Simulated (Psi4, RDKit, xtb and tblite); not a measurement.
Two geometries of C9H10, SMILES c1ccc(C2CC2)cc1, relaxed at GFN2-xTB with one dihedral held; other torsions can differ between them too.

Structure A

```
19

C      2.7836     0.3217     0.2504
C      2.0105    -0.6292     0.8942
C      0.6439    -0.6748     0.6889
C      0.0217     0.2324    -0.1638
C     -1.4366     0.2146    -0.4091
C     -2.2337    -1.0614    -0.3434
C     -2.4002    -0.0339     0.7246
C      0.8108     1.1827    -0.8058
C      2.1773     1.2290    -0.6010
H      3.8510     0.3548     0.4112
H      2.4753    -1.3418     1.5605
H      0.0603    -1.4231     1.2045
H     -1.7541     0.9375    -1.1518
H     -3.0304    -1.1931    -1.0603
H     -1.7118    -1.9756    -0.1070
H     -3.3127     0.5421     0.7519
H     -1.9838    -0.2340     1.7001
H      0.3452     1.8942    -1.4737
H      2.7712     1.9752    -1.1089
```

Structure B

```
19

C      2.7796     0.3248     0.2994
C      1.9752    -0.6510     0.8644
C      0.6188    -0.6682     0.6008
C      0.0399     0.2889    -0.2287
C     -1.4267     0.2295    -0.4639
C     -2.3576     0.9784     0.4550
C     -2.2218     1.3911    -0.9767
C      0.8572     1.2591    -0.7939
C      2.2164     1.2766    -0.5316
H      3.8401     0.3404     0.5037
H      2.4072    -1.4000     1.5124
H     -0.0075    -1.4302     1.0432
H     -1.7653    -0.7567    -0.7651
H     -3.2667     0.4932     0.7764
H     -1.9126     1.6134     1.2063
H     -3.0390     1.1861    -1.6520
H     -1.7164     2.3210    -1.1842
H      0.4367     2.0023    -1.4547
H      2.8384     2.0372    -0.9814
```

Q: Which is lower in energy at the level B3LYP-D3(BJ)/def2-SVP // GFN2-xTB in Psi4 1.11, and by how much?

A: A is lower, by 1.02 kcal/mol (dihedral C3–C4–C5–C6: -30° in A, 90° in B).

E(B) − E(A) in kcal/mol at the other levels, on the same two geometries: GFN2-xTB (xtb and tblite) 1.47; MMFF94 // GFN2-xTB (RDKit) -1.60; B3LYP/def2-SVP // GFN2-xTB (Psi4) 0.92.
